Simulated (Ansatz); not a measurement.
C3H6Si can be A, `[SiH3]C1C=C1`, or B, `C1=C[SiH2]C1`.

Computed with Ansatz on PBE0-D4/def2-TZVP structures; ΔE is electronic, products minus reactants. CCSD(T)/CBS adds triple-zeta CCSD(T) − MP2 to the extrapolated MP2 energy (def2 sets, frozen cores). DFT in def2-TZVPP. B3LYP here is the variant with VWN-RPA as its local correlation; programs differ in this.

Which is lower in electronic energy at CCSD(T)/CBS, and by how much? (Best estimate.)

Ansatz gave: B, by 41.3 kcal/mol.

Give E(B) − E(A) in kcal/mol with MP2/def2-TZVPP, HF/def2-TZVPP, B2PLYP, r2SCAN-D4, PBE0-D4, B3LYP, CCSD/def2-TZVPP. (Estimate.)

Ansatz gave: MP2/def2-TZVPP -41.1, HF/def2-TZVPP -41.1, B2PLYP -40.4, r2SCAN-D4 -40.9, PBE0-D4 -41.4, B3LYP -39.5, CCSD/def2-TZVPP -41.2. None reverses the order clearly.

Does the order hold for the free energy at 298.15 K (harmonic terms from PBE0-D4)? (Best estimate.)

The calculation gave: Yes: G(B) − G(A) = -37.3 kcal/mol.

Largest T1 diagnostic: 0.011.

From r2SCAN to r2SCAN0 (25 % exact exchange), in def2-TZVPP and without D4, E(B) − E(A) moves by −0.9 kcal/mol. At CCSD(T), def2-SVP lies +3.7 kcal/mol from the extrapolated value and def2-TZVPP +0.1 kcal/mol.
